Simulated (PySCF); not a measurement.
A structure optimised at B3LYP-D3(BJ)/def2-SVP, used in a PySCF frequency run:

```xyz
9

Te    -0.1072    -0.1302     0.5484
O      1.0484     0.9148    -0.7437
C      1.5635     0.2284    -1.8615
H      0.7693    -0.1094    -2.5568
H      2.2116     0.9328    -2.4112
H      2.1694    -0.6566    -1.5863
N     -1.8788    -0.2670    -0.4245
H     -1.8648    -0.8444    -1.2632
H     -2.3285     0.6280    -0.6109
```
Charge 0, spin multiplicity 1.

**Question.** Write its SMILES and formula.

**Answer.** CO[Te]N, CH5NOTe

**Question.** What are its rotational constants (standard atomic weights)?

**Answer.** 7.1053, 2.7836, 2.1784 GHz
